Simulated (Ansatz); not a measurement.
`FC[CH](F)[SnH3]` and `FCC(F)Br` differ in one atom or group.

Ansatz, PBE0-D4/def2-TZVP geometries, multiplicity 1. Each molecule was computed in one conformer, which needn't be the lowest.

Elements past krypton have def2 core potentials. Scalar relativity is left out up to krypton.

| property | `FC[CH](F)[SnH3]` |
| --- | --- |
| HOMO energy (PBE0/def2-TZVPP) / eV | -8.21 |
| HOMO–LUMO gap (PBE0/def2-TZVPP) / eV | 8.14 |
| size of the dipole moment (ωB97M-V/def2-TZVPP) / D | 2.51 |
| HOMO energy (ωB97M-V/def2-TZVPP) / eV | -10.41 |
| LUMO energy (PBE0/def2-TZVPP) / eV | -0.07 |
| HOMO energy (B3LYP/def2-TZVPP) / eV | -8.01 |

Q: What does the change do to each property? (Estimate.)

A: Ansatz gave: 
| property | `FCC(F)Br` | shift |
| --- | --- | --- |
| HOMO energy (PBE0/def2-TZVPP) / eV | -8.40 | -0.19 |
| HOMO–LUMO gap (PBE0/def2-TZVPP) / eV | 8.12 | -0.02 |
| size of the dipole moment (ωB97M-V/def2-TZVPP) / D | 1.45 | -1.06 |
| HOMO energy (ωB97M-V/def2-TZVPP) / eV | -10.68 | -0.27 |
| LUMO energy (PBE0/def2-TZVPP) / eV | -0.28 | -0.21 |
| HOMO energy (B3LYP/def2-TZVPP) / eV | -8.15 | -0.14 |

Dipoles are sizes alone; their direction can turn.

B3LYP here is the variant with VWN-RPA as its local correlation; programs differ in this.

Spin–orbit coupling is left out; it splits and shifts lone-pair levels of the heavy atoms by tenths of an eV.
